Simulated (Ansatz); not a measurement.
Cartesian coordinates in Å:
```
C -1.7512 1.5386 -1.7919
C -1.0398 1.3634 -0.6810
Si 0.4320 0.2319 -0.6140
N 0.2246 -1.0233 0.5540
Si 1.2488 -1.4826 1.8633
H -1.4966 1.0235 -2.7149
H -2.6120 2.2006 -1.8361
H -1.3417 1.9027 0.2162
H 1.6621 0.9608 -0.2090
H 0.6018 -0.3026 -1.9960
H -0.6121 -1.5798 0.4396
H 2.3742 -0.5172 1.9113
H 0.5170 -1.4566 3.1604
H 1.7929 -2.8595 1.6981
```

The species carries charge 0 and has multiplicity 1.

(1) List the CAM-B3LYP/def2-TZVPP orbital energies in eV (Ansatz). (An estimate is asked.)

## Answers

(1) The calculation gave: Occupied: -1801.03, -1800.97, -390.91, -279.11, -278.62, -145.56, -145.50, -100.90, -100.88, -100.87, -100.84, -100.82, -100.81, -25.22, -23.13, -18.08, -16.84, -16.33, -14.72, -13.63, -12.90, -12.20, -11.64, -11.11, -10.77, -10.40, -9.47, -8.78. Lowest empty: 0.50, 1.43, 2.14, 2.50, 2.60, 2.78, 2.86, 3.11.
